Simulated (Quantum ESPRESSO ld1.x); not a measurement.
The mean radii <r> (bohr) of the occupied orbitals of an atom or ion are listed with their occupations. Calculated with ld1.x of Quantum ESPRESSO 7.5: scalar-relativistic Kohn-Sham, LDA (Slater exchange, Perdew-Zunger correlation), spin-unpolarised, spherical densities, point nucleus.

| orbital | occ. | <r> |
|---|---|---|
| 1s | 2 | 0.04556 |
| 2s | 2 | 0.2030 |
| 2p | 6 | 0.1773 |
| 3s | 2 | 0.5928 |
| 3p | 6 | 0.6070 |
| 3d | 9 | 0.6338 |

Name the element and its charge.

Answer. Z = 33, arsenic, charge +6: As6+ in [Ar] 3d9. The 1s radius gives Z: for a bare nucleus <r> = (2 gamma + 1)/(2Z) with gamma = sqrt(1 - (Z/c)^2), 0.04456 bohr for Z = 33, and screening makes it slightly larger (0.04556 here). The occupations add up to 27, and the charge is Z minus that.
